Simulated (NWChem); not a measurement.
Molecule: CdGeH4; SMILES [GeH3][CdH]

Results from NWChem. Coordinates come from a PBE0/def2-SVP optimisation. Not confirmed as a minimum by frequencies. def2 effective core potentials on Cd; no spin-orbit coupling. Ions are spin-unrestricted doublets at the neutral geometry; other ion states weren't tried.

What does the run give for PBE0/def2-SVP? Quantities: vertical ionisation energy, ΔSCF (eV); −ε(HOMO) (eV).


```json
{
  "vertical ionisation energy, ΔSCF (eV)": "9.15",
  "−ε(HOMO) (eV)": "7.12"
}
```
